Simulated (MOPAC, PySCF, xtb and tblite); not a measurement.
Relaxed torsion scan: SMILES COC(=O)OC (C3H6O3). Scanned: dihedral C1–O2–C3–O4; all other coordinates were relaxed at GFN2-xTB. Points at φ and −φ are mirror images. Heavy atoms are numbered in the order of the SMILES COC(=O)OC, hydrogens after them in the order of the atoms that carry them; the mirror image has the same energies with the sign of each dihedral reversed. Each profile is relative to its own lowest point.

```csv
φ / °,A,B,C
-165,0.168,0.017,0.084
-150,0.226,0.061,0.154
-135,0.307,0.120,0.250
-120,0.386,0.175,0.339
-105,0.440,0.213,0.404
-90,0.455,0.229,0.423
-75,0.417,0.218,0.382
-60,0.329,0.184,0.293
-45,0.218,0.139,0.185
-30,0.118,0.097,0.088
-15,0.042,0.061,0.023
0,0.000,0.038,0.000
15,0.042,0.061,0.023
30,0.118,0.097,0.088
45,0.218,0.139,0.185
60,0.329,0.184,0.293
75,0.417,0.218,0.382
90,0.455,0.229,0.423
105,0.440,0.213,0.404
120,0.386,0.175,0.339
135,0.307,0.120,0.250
150,0.226,0.061,0.154
165,0.168,0.017,0.084
180,0.145,0.000,0.059
```

Energies in eV.

### Question
Which curve belongs to which method? The methods are GFN2-xTB (xtb and tblite); PM7, restricted, heats of formation // GFN2-xTB in MOPAC 23.2.5; restricted MP2 (frozen core)/6-31G*, spherical d // GFN2-xTB in PySCF.

### Answer
A is RMP2/6-31G*; B is PM7; C is GFN2-xTB.
